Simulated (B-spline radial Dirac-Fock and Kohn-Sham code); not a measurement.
Z = 41 (niobium), transition energy 200 keV. Calculated with a radial B-spline solver, using a Dirac-Hartree-Slater potential of the neutral atom with a Latter tail (no hole, which puts coefficients of high multipoles low close above an edge), finite nucleus with surface currents. Subshells that would emit electrons below 1 keV are left out.

Q: A pure transition shows α(K) = 4.86, L1/L2 = 5.53 and L1/L3 = 2.64. What is its multipolarity?
A. E1
B. E2
C. M1
D. M2
E. M3
F. E3
G. E4
H. M4

A: H. For comparison, α(K), L1/L2, L1/L3 are E1 0.0142, 22.8, 15.0; E2 0.0812, 5.18, 4.66; E3 0.394, 1.52, 1.63; E4 1.83, 0.608, 0.702; M1 0.0305, 22.9, 66.8; M2 0.177, 12.5, 19.4; M3 0.930, 7.86, 5.78.
